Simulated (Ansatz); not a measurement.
A nudged elastic band was laid between two geometries of AlF₂H₃O (7 atoms, charge 0, multiplicity 1).

Method: Ansatz, RKS B3LYP/def2-SVP.

* movable images: 5
* climbing image: yes
* spring: 5.0 eV/Å²
* optimiser: quadratic models (default)
* start path: through a guess of the saddle point
* force threshold: 0.05 eV/Å
* iteration limit: 60
* end points: relaxed

Image 0:

```xyz
7
Properties=species:S:1:pos:R:3
Al 0.068 0.028 0.139
H -0.040 0.779 1.521
F 1.459 0.211 -0.768
F -1.337 -0.270 -0.746
O 0.108 -1.883 0.685
H -0.675 -2.280 0.264
H 0.089 -2.110 1.628
```

Image 6:

```xyz
7
Properties=species:S:1:pos:R:3
Al 0.022 -0.592 -0.224
H 0.125 0.255 1.827
F 1.399 0.291 -0.472
F -1.426 0.132 -0.584
O 0.136 -2.243 0.117
H -0.586 -2.877 0.102
H 0.001 -0.490 1.958
```

(1) Which bonds break or form, and what moves?

(2) What energy profile does the band end with?

(3) What is the geometry of the highest image?

(4) What are the harmonic wavenumbers there?

The band took 14 iterations and roughly 2.6 core-minutes.

Results:

(1) Bonds broken: Al1–H2, O5–H7. Bonds formed: H2–H7. AlF2H3O becomes AlF2HO + H2.

(2) It converged. The highest image is number 3 of 0 to 6, 0.88 eV above the first end and 0.82 eV above the last; the last end lies 0.06 eV above the first. A vibrational analysis at the climbing image gives one clearly imaginary mode, 1227i cm⁻¹: a first-order saddle point. The orbitals stay closed-shell, which can raise the energy where a bond breaks towards radicals; this wasn't checked here.

```tsv
image	path coordinate (Å)	energy (eV)	Al1–H2 (Å)	O5–H7 (Å)	H2–H7 (Å)
0	0.00	0.00	1.58	0.97	2.89
1	0.53	0.06	1.58	0.97	2.35
2	1.06	0.31	1.61	0.99	1.71
3	1.60	0.88	1.75	1.26	1.06
4	2.04	0.38	1.98	1.73	0.81
5	2.47	0.10	2.20	2.21	0.77
6	2.91	0.06	2.22	2.55	0.77
```

(3) 
```xyz
7
Properties=species:S:1:pos:R:3
Al 0.052 -0.248 -0.066
H 0.006 -0.047 1.675
F 1.462 0.318 -0.729
F -1.400 0.131 -0.776
O 0.116 -1.947 0.602
H -0.557 -2.636 0.501
H -0.007 -1.097 1.518
```

(4) 1227i, 182, 232, 320, 353, 445, 670, 726, 830, 957, 1074, 1353, 1753, 1943, 3825 cm⁻¹.

Run time: 2.6 min on 1 thread of Arm Neoverse V2, with other jobs on the host, peak memory 0.14 GiB.
